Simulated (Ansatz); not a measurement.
```yaml
crystal:
  periodic: [false, false, false]
  atoms:
    - {symbol: Ru, position_ang: [0.000067, 0.000322, 0.000009]}
    - {symbol: P, position_ang: [-1.701585, 0.633344, 1.720715]}
    - {symbol: P, position_ang: [-1.140878, -1.427997, 1.707527]}
    - {symbol: P, position_ang: [0.993520, -1.532258, 1.709412]}
    - {symbol: P, position_ang: [1.751896, 0.464651, 1.724248]}
    - {symbol: P, position_ang: [0.086316, 1.802767, 1.733008]}
    - {symbol: P, position_ang: [0.974839, -1.523453, -1.727834]}
    - {symbol: P, position_ang: [-1.157970, -1.385990, -1.731000]}
    - {symbol: P, position_ang: [-1.688140, 0.683184, -1.714189]}
    - {symbol: P, position_ang: [0.118145, 1.824137, -1.709250]}
    - {symbol: P, position_ang: [1.763779, 0.461283, -1.712656]}
basis:
  gaussian: {orbitals: def2-TZVPD}
total_charge: 1
magnetization: {spin_polarized: true, initial_magnetization: 9}
hamiltonian: {xc: {name: wB97M-V}}
scf: {omitted_lower_state_checks: [starts]}
```

```sh
$ ansatz run in.yaml --threads 4 --pin off --events-out ev --progress --plain --max-ram 6963MiB
```

Does this run fit into the memory that it is given?

No. It has 470 basis functions, and the program plans for 14 GiB where 7 GiB are given.
